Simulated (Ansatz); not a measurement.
Stepwise reaction of `[F][W]([F])(=[S])=[S]` with hydrogen chloride, as a gas-phase model of exchange steps in deposition or etching. ΔE in kJ/mol; ΔG adds harmonic PBE0-D4 terms to CCSD(T)/CBS, at 1 bar.

Program: Ansatz. Geometries: PBE0-D4/def2-TZVP. ΔE: electronic, gas phase. CBS: MP2 limit from def2 TZ/QZ plus the TZ coupled-cluster correction, frozen cores. This one scheme is used for every species. DFT in def2-TZVPP. B3LYP here is the variant with VWN-RPA as its local correlation; programs differ in this. def2 core potentials past Kr. For W outer-core shells are correlated without core-valence functions, which leaves a few kJ/mol of doubt a bond.

```csv
step,reaction,PBE-D4,B3LYP-D4,ωB97M-V,CCSD(T)/CBS,ΔG(400 K)
2,`[F][W](=[S])(=[S])[Cl]` + HCl → `[S]=[W](=[S])([Cl])[Cl]` + H–F,-5.6,-5.2,-1.5,-18.1,-9.6
```

Give the row of step 1, `[F][W]([F])(=[S])=[S]` + HCl → `[F][W](=[S])(=[S])[Cl]` + H–F. (Best estimate.)

Computed: 
```json
{"step": "1", "reaction": "`[F][W]([F])(=[S])=[S]` + HCl → `[F][W](=[S])(=[S])[Cl]` + H–F", "PBE-D4": "-4.2", "B3LYP-D4": "-3.5", "ωB97M-V": "-0.6", "CCSD(T)/CBS": "-16.6", "ΔG(400 K)": "-12.7"}
```

By hand: ΔE of the 2 steps together at CCSD(T)/CBS.

(-16.6) + (-18.1) = -34.7 kJ/mol, or -17.4 kJ/mol a step.

In ΔE the steps differ by no more than 1.5 kJ/mol. All are downhill at CCSD(T)/CBS. ΔG lies between -12.7 and -9.6 kJ/mol a step. PBE-D4 differs from CCSD(T)/CBS by 12.4 to 12.5 kJ/mol a step. Isolated molecules leave out the surface, adducts and barriers. Largest T1 diagnostic: 0.022.
